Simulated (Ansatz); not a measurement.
Computed with Ansatz on PBE0-D4/def2-TZVP structures; ΔE is electronic, products minus reactants. CBS: MP2 limit from def2 TZ/QZ plus the TZ coupled-cluster correction, frozen cores. Functionals use def2-TZVPP. B3LYP here is the variant with VWN-RPA as its local correlation; programs differ in this. For Se outer-core shells are correlated without core-valence functions, which leaves a few kJ/mol of doubt a bond. Scalar relativity is left out up to krypton. One conformer a species, not always the lowest.

Consider the formal exchange of groups at the Se–Al bond: `[AlH2][Se][SiH3]` + `CCC(C)CO` → `CC[Se][SiH3]` + `C[CH]([AlH2])CO`.

`[AlH2][Se][SiH3]`:

Z-matrix (Å, degrees):
```
Si
Se 1 2.284
H 1 1.484 2 111.0
H 1 1.484 2 111.1 3 -121.7
H 1 1.484 2 106.5 3 119.1
Al 2 2.311 1 94.8 3 60.9
H 6 1.579 2 117.5 1 180.0
H 6 1.583 2 118.3 1 -0.0
```

`CCC(C)CO`:

```xyz
18

C    -0.544   -0.752   -1.963
C     0.457   -0.439   -0.864
C    -0.132    0.307    0.329
C    -1.114   -0.542    1.123
C     0.968    0.813    1.252
O     1.879    1.694    0.630
H    -1.342   -1.413   -1.617
H    -1.012    0.163   -2.339
H    -0.059   -1.243   -2.809
H     1.275    0.161   -1.275
H     0.914   -1.369   -0.502
H    -0.670    1.188   -0.053
H    -1.528    0.014    1.968
H    -0.618   -1.434    1.520
H    -1.951   -0.875    0.507
H     0.515    1.282    2.138
H     1.568   -0.031    1.606
H     1.395    2.475    0.349
```

`CC[Se][SiH3]`:

```xyz
12

C    -0.038   -0.560    2.096
C    -0.191   -0.464    0.594
Se    0.653    1.194   -0.057
Si    0.202    0.878   -2.254
H     1.014   -0.576    2.388
H    -0.504   -1.478    2.464
H    -0.515    0.285    2.598
H    -1.241   -0.438    0.302
H     0.293   -1.302    0.092
H     0.767    2.044   -2.976
H     0.824   -0.378   -2.753
H    -1.264    0.794   -2.495
```

`C[CH]([AlH2])CO`:

Z-matrix (Å, degrees):
```
C
C 1 1.531
H 1 1.093 2 111.2
H 1 1.095 2 111.3 3 119.4
H 1 1.093 2 111.8 3 -120.7
Al 2 1.968 1 112.9 3 172.7
C 2 1.511 1 112.4 3 -57.7
H 2 1.104 1 107.8 3 59.3
H 6 1.592 2 121.2 1 144.1
H 6 1.590 2 119.0 1 -37.5
O 7 1.420 2 109.3 1 61.1
H 7 1.102 2 109.8 1 -59.7
H 7 1.100 2 110.4 1 -177.6
H 11 0.960 7 108.7 2 -177.1
```

Task: Is it downhill or uphill in electronic energy at CCSD(T)/CBS, and by how much? (An estimate is asked.)

Result: The calculation gave: Uphill: ΔE = +164.4 kJ/mol.

Task: What do these levels give: PBE-D4, r2SCAN-D4, PBE0-D4, ωB97M-V, B2PLYP, PBE0, B3LYP, HF/def2-TZVPP, MP2/def2-TZVPP, CCSD/def2-TZVPP, CCSD(T)/def2-TZVPP, HF/def2-QZVPP? (Estimate.)

Result: The calculation gave: PBE-D4 154.2, r2SCAN-D4 163.7, PBE0-D4 162.8, ωB97M-V 162.0, B2PLYP 158.5, PBE0 162.0, B3LYP 154.2, HF/def2-TZVPP 172.3, MP2/def2-TZVPP 163.9, CCSD/def2-TZVPP 164.5, CCSD(T)/def2-TZVPP 163.3, HF/def2-QZVPP 171.2 kJ/mol.

Largest T1 diagnostic among the species: 0.010.

From PBE to PBE0 (25 % exact exchange), in def2-TZVPP and without D4, ΔE moves by +8.8 kJ/mol. In def2-TZVPP, CCSD(T) changes the Hartree–Fock value by −9.1 kJ/mol (the triples alone add −1.3 kJ/mol) and MP2 by −8.4 kJ/mol.
